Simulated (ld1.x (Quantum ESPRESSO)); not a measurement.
**Ranking TM semilocal potentials for I (Z = 53)**

All share these settings but for the change named:

```json
{"Element": "I (Z = 53)", "Generator": "ld1.x (Quantum ESPRESSO) 7.5", "Type": "norm-conserving Troullier–Martins (semilocal form)", "Functional": "PBE", "Relativity": "scalar-relativistic", "Frozen core": "[Kr] 4d10", "Valence charge": "7", "Reference configuration": "5s2 5p5", "Partial waves": "5p (bound): rc 1.80 bohr; 5s (bound): rc 1.40 bohr", "Local potential": "the s channel", "Core correction": "none"}
```

Cutoff: the first of the cutoffs (Ry, on a coarse ladder) from which the occupation-weighted sum of valence levels, in a spherical-Bessel basis at the reference potential, stays within 10 and 1 mRy of its value at 400 Ry; the density cutoff is not measured.

The base gives 70 Ry.

Of 12 variants that were run, those that failed, showed a ghost or another fault, or gave nearly equal values are left out.

In the semilocal form every listed channel keeps its own potential, so the choice of the local channel does not act on these tests. It acts once the file is put into the separable form.

A variant can come out equal or close to the base.

Task: Rank these variants from softest to hardest (loose cutoff).
A. all radii scaled by about 1.03 (s 1.44, p 1.86 bohr)
B. core [Kr], valence charge 17; reference 4d10 5s2 5p5; waves now 5s (bound): rc 1.85 bohr; 5p (bound): rc 1.55 bohr; 4d (bound): rc 1.20 bohr; local potential the d channel
C. wave 5s (bound): rc 1.40 bohr becomes 5s (bound): rc 1.68 bohr
D. functional LDA (PZ)
E. all radii scaled by about 1.24 (s 1.74, p 2.24 bohr)

Result: E (30 Ry), C (35 Ry), A (60 Ry), D (70 Ry), B (120 Ry).
